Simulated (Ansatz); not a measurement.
Relaxation of Cl$_{2}$FH$_{3}$O$_{3}$Ta (10 atoms, charge 0, multiplicity 2), to a largest force component of 0.03 eV/Å in at most 50 steps.

All numbers below come from UKS PBE/def2-SVP (Ansatz 0.2.0).

```xyz
10
Properties=species:S:1:pos:R:3:forces:R:3
Ta 0.030 -0.082 0.198 0.45 -0.06 0.15
Cl 2.305 -0.341 1.081 -0.19 0.10 -0.39
O -0.437 -0.259 2.051 0.00 0.00 0.00
H -0.076 -0.385 2.944 -0.01 0.00 0.00
F 0.906 0.033 -1.473 -0.01 0.00 0.02
O -0.834 1.596 -0.013 0.00 0.01 0.00
H -1.394 2.062 0.634 0.00 0.00 0.00
O -1.053 -1.541 -0.357 -0.01 -0.01 0.00
H -1.674 -2.053 0.193 0.00 0.01 -0.01
Cl 4.589 0.151 -1.152 -0.24 -0.05 0.22
```

**Question.** Where does it end, and by what steps?

**Answer.** The run converged. After 6 steps the energy has fallen by 0.143 eV; Cl10 moved furthest, 0.42 Å.

```tsv
step	energy less start (eV)	largest force component (eV/Å)	accepted
0	0.0000	0.450	yes
1	-0.0295	0.380	yes
2	-0.1121	0.281	yes
3	-0.1351	0.138	yes
4	-0.1403	0.075	yes
5	-0.1421	0.047	yes
6	-0.1431	0.029	yes
```

```xyz
10
Properties=species:S:1:pos:R:3
Ta 0.071 -0.083 0.163
Cl 2.342 -0.321 0.970
O -0.351 -0.261 2.026
H -0.029 -0.385 2.933
F 0.880 0.026 -1.539
O -0.794 1.599 -0.023
H -1.339 2.062 0.637
O -1.023 -1.548 -0.359
H -1.643 -2.046 0.205
Cl 4.250 0.136 -0.907
```

Whether the end is a true minimum wasn't checked by a vibrational analysis.

The run took 35 s on 4 threads of Arm Neoverse V2, on a shared host, peak memory 0.31 GiB.
